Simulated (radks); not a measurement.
In2+, 47 electrons, occupied as [Kr] 4d10 5s1 (the NIST ground configuration).

Calculated with a radial shooting solver on a logarithmic mesh with Libxc functionals: scalar-relativistic Kohn-Sham, r2SCAN, spin-polarised, spherical densities, finite nucleus; open shells are filled with parallel spins first (spin-orbit coupling, left out, can overturn this in heavy ions); meta-GGA in the generalised Kohn-Sham scheme; Fermi nuclear charge, rms radius 4.6156 fm.

Energy parts (eV):
part                       energy
total                 -160041.604
kinetic                166813.701
electron-nucleus      -386119.394
Hartree                 63608.274
exchange-correlation    -4344.185

Orbitals (lengths in bohr, moments of r in powers of bohr):
orbital  occ.  eigenvalue (eV)      <r^4>     <r^2>      <r>   <1/r>
1s up       1        -27824.12  3.725e-06  0.001195  0.02972   51.85
1s down     1        -27824.09  3.725e-06  0.001195  0.02972   51.85
2s up       1        -4196.411  0.0006516   0.01946   0.1285   11.83
2s down     1        -4196.418  0.0006517   0.01946   0.1285   11.83
2p up       3        -3765.398  0.0004690   0.01537   0.1122   11.38
2p down     3        -3765.395  0.0004690   0.01537   0.1122   11.38
3s up       1        -817.0326    0.02927    0.1383   0.3478   4.195
3s down     1        -816.9984    0.02926    0.1383   0.3478   4.195
3p up       3        -674.8154    0.03118    0.1394   0.3466   3.989
3p down     3        -674.7802    0.03117    0.1394   0.3466   3.989
3d up       5        -454.4883    0.02902    0.1250   0.3243   3.753
3d down     5        -454.4623    0.02902    0.1250   0.3243   3.753
4s up       1        -140.9724      1.004    0.8190   0.8507   1.623
4s down     1        -140.9024     0.9996    0.8183   0.8505   1.623
4p up       3         -98.4881      1.491    0.9763   0.9239   1.469
4p down     3         -98.4065      1.471    0.9726   0.9227   1.470
4d up       5         -37.2118      4.978     1.628    1.168   1.144
4d down     5         -36.8979      4.591     1.581    1.154   1.154
5s up       1         -24.3714      55.90     6.122    2.334  0.5489
5s down     0         -22.2401      57.86     6.166    2.336  0.5521
5p up       0         -16.2789      102.8     8.314    2.722  0.4639
5p down     0         -14.6340      141.4     9.488    2.890  0.4391

The highest occupied level is 5s up at -24.371 eV. Spin moment in Bohr magnetons: 1. For comparison, the ionisation energy in NIST's Atomic Spectra Database is 28.044 eV (measured). In exact Kohn-Sham theory the highest level is minus the ionisation energy, but local and semilocal functionals leave it too shallow, through self-interaction and a potential that decays too fast; potentials with the right tail come closer. The density falls to 0.001 e/bohr^3 at r = 3.55 bohr. Summed over all electrons, <r^2> = 32.15 bohr^2, which gives a Langevin (diamagnetic) susceptibility term of -25.5 x 10^-6 cm^3/mol.
